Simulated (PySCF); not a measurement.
## Frontier levels across methods

Compound: C3H5NOSi.
Cartesian coordinates in Å at the PBE0-D3(BJ)/def2-SVP level; atoms count from 1:
```xyz
11
C3H5NOSi angstrom
C      2.338   -0.207    0.301
C      1.093    0.108   -0.046
O      0.007   -0.455    0.549
Si    -1.544   -0.556   -0.028
C     -2.034    1.119   -0.683
N     -2.317    2.165   -1.096
H      2.537   -0.951    1.075
H      3.176    0.293   -0.185
H      0.874    0.863   -0.813
H     -2.423   -0.895    1.112
H     -1.671   -1.508   -1.161
```

Basis pcSseg-2 throughout (PySCF), one geometry. Isolated species at its PBE0-D3(BJ)/def2-SVP geometry (one conformer only).

Q: How do the orbital energies, the gap and the dipole change with the method?

A: 
```csv
method,kind,HOMO (eV),LUMO (eV),gap (eV),μ (D),SCF cycles
B97-2,global hybrid,-7.12,-1.32,5.80,2.72,15
PBE0,global hybrid,-7.38,-1.31,6.07,2.72,15
mPW1PW91,global hybrid,-7.40,-1.31,6.09,2.72,15
BHandHLYP,global hybrid,-8.41,-0.29,8.12,2.80,13
CAM-B3LYP,range-separated hybrid,-8.74,-0.21,8.52,2.77,14
wB97X-D,range-separated hybrid,-9.24,0.50,9.74,2.73,14
LC-wPBE,range-separated hybrid,-10.11,0.96,11.07,2.77,14
```

The HOMO spans 2.99 eV, from B97-2 down to LC-wPBE, and the gap runs from 5.80 eV (B97-2) to 11.07 eV (LC-wPBE). Over the methods B97-2 (21 %), PBE0 (25 %), mPW1PW91 (25 %), BHandHLYP (50 %), a straight line through the gap against the share of exact exchange rises by 0.81 eV for each 10 % (correlation coefficient 1.000). The dipole ranges from 2.72 D (B97-2) to 2.80 D (BHandHLYP). This basis has no diffuse functions.
